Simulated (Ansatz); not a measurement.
Reaction (ligand exchange at the Si–C bond): `O[SiH2]CC[SiH3]` + `CB(N)O` → `CB(N)O[SiH3]` + `CC[SiH2]O`

Computed with Ansatz on PBE0-D4/def2-TZVP structures; ΔE is electronic, products minus reactants. CCSD(T)/CBS is the MP2 limit (def2-TZVPP, def2-QZVPP) plus CCSD(T) − MP2 in def2-TZVPP, frozen cores. This one scheme is used for every species. DFT in def2-TZVPP. HSE06 is defined as in plane-wave codes. Each species was taken in one conformer, which may not be the lowest.

```csv
level,ΔE (kcal/mol)
LDA (SPW92),-19.2
HSE06,-21.9
CCSD(T)/def2-SVP,-21.5
CCSD/CBS(def2),-24.6
```

Task: What does CCSD(T)/CBS give? (An estimate is asked.)

Result: Ansatz gave: -23.8 kcal/mol. The listed levels differ from it by 4.6, 1.9, 2.3, -0.8 kcal/mol.

Largest T1 diagnostic among the species: 0.011.

Leaving LDA and LC-ωPBE aside and taking each functional with its dispersion term where it has one, the values, not all of them listed here, spread over 6.0 kcal/mol, from BHLYP-D4 to revPBE-D4. LDA lies +1.4 kcal/mol from PBE without D4. The D4 term adds +1.1 kcal/mol with B3LYP and +0.6 kcal/mol with PBE0; it sums over pairs of atoms, weighted by their polarisabilities, and B3LYP, whose exchange is more repulsive, gets the larger term.

B3LYP here is the variant with VWN-RPA as its local correlation; programs differ in this.
